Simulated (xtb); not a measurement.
Si(OH)3(SeH) (H4O3SeSi), SMILES O[Si](O)(O)[SeH]. All values are semi-empirical tight-binding results from xtb (GFN2-xTB unless named), good for trends rather than for accurate numbers. Coordinates come from a GFN2-xTB optimisation. The values are those of a single conformer.

```yaml
orbital_gap: 4.82 eV
zero_point_energy: 30.4 kcal/mol
G − E(el) at 298.15 K (modified RRHO): 9.3 kcal/mol
static polarisability (D4 model): 76.6 bohr³
solvation energy, GFN2-xTB/ALPB(water): -14.4 kcal/mol
solvation energy, GFN2-xTB/ALPB(acetone): -13.5 kcal/mol
```
